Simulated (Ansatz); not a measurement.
Species: HSe (charge -1, singlet). 
Coordinates optimised at B3LYP-D3(BJ)/def2-TZVP (Ansatz, a quantum-chemistry and plane-wave program):
```
Se
H 1 1.4783
```
Charge -1, spin multiplicity 1.

Basis-set convergence of Hartree-Fock and CCSD correlation energies (hartree) with Ansatz. Cores are frozen in the correlated levels unless marked. No spin-orbit coupling. The frozen core is the preceding noble-gas configuration, with the filled d and f shells of earlier blocks. Non-relativistic.

```json
[
 {"basis": "aug-cc-pVDZ", "functions": "45", "E(HF)": "-2400.42705", "E(corr, CCSD)": "-0.15449"},
 {"basis": "aug-cc-pVTZ", "functions": "82", "E(HF)": "-2400.49909", "E(corr, CCSD)": "-0.19219"},
 {"basis": "aug-cc-pVQZ", "functions": "139", "E(HF)": "-2400.50194", "E(corr, CCSD)": "-0.20399"}
]
```

Extrapolating the two largest sets (X = 3 and 4) as X^-3: E(corr) = (64·(-0.20399) - 27·(-0.19219))/37 = -0.2126 Eh, an estimate of the basis-set limit. The largest set recovers 95.9 % of it, the smallest 72.7 %.
